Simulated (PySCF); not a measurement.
Compound: C₃H₉GeO (doublet state).
Numbering: `[CH2:1][C@H:2]([CH3:3])[O:4][GeH3:5]` (hydrogens: H6, H7 on C1; H8 on C2; H9, H10, H11 on C3; H12, H13, H14 on Ge5)

The calculation used PBE0-D3(BJ)/def2-SVP geometry optimisation, gas phase in PySCF 2.14.0.

Question: What internal coordinates does the optimisation give?

Answer: 
```
                 bond  length (Å)   order
                C1–C2       1.490  single
                C2–C3       1.526  single
                C2–O4       1.413  single
               O4–Ge5       1.788  single
         C1–H6, C1–H7       1.093  single
                C2–H8       1.112  single
C3–H9, C3–H10, C3–H11       1.100  single
              Ge5–H12       1.544  single
     Ge5–H13, Ge5–H14       1.538  single
```

Bonds in one row agree within 0.01 Å and their mean is given. Orders are formal, as drawn. A selection of angles:
```
      angle  degrees
   C2–C1–H6    119.0
   C2–C1–H7    121.1
   H6–C1–H7    118.7
   C1–C2–C3    112.3
   C1–C2–O4    111.9
   C1–C2–H8    108.2
   C3–C2–O4    106.9
   C3–C2–H8    107.6
   O4–C2–H8    109.8
   C2–C3–H9    109.5
  C2–C3–H11    111.2
  H9–C3–H10    108.4
  H9–C3–H11    109.0
  C2–O4–Ge5    119.7
 O4–Ge5–H12    108.4
 O4–Ge5–H13    104.2
 O4–Ge5–H14    110.9
H12–Ge5–H13    111.9
H12–Ge5–H14    110.4
```

Torsions: C1–C2–O4–Ge5 -60° (synclinal).

The C–C distances run from 1.490 Å (C1–C2, drawn single) to 1.526 Å (C2–C3, drawn single), a spread of 0.036 Å. Ge5 (germanium bonded to O and 3 H) is distorted tetrahedral (angles from 104.2° to 111.9°). C1 (carbon bonded to C and 2 H) is almost planar (angles 121.1°, 119.0° and 118.7°, sum 358.8°, 0.07 Å off the plane of its three neighbours).

Point group: C1 (no symmetry element, even within 0.4 Å). Whether it is a minimum is left open (no frequencies). ⟨S²⟩ = 0.755 (exact for a doublet: 0.75). Torsions: H–C1–C2–C3 80° and -87°, C1–C2–O4–Ge5 -60°.

One conformer stands for the species.
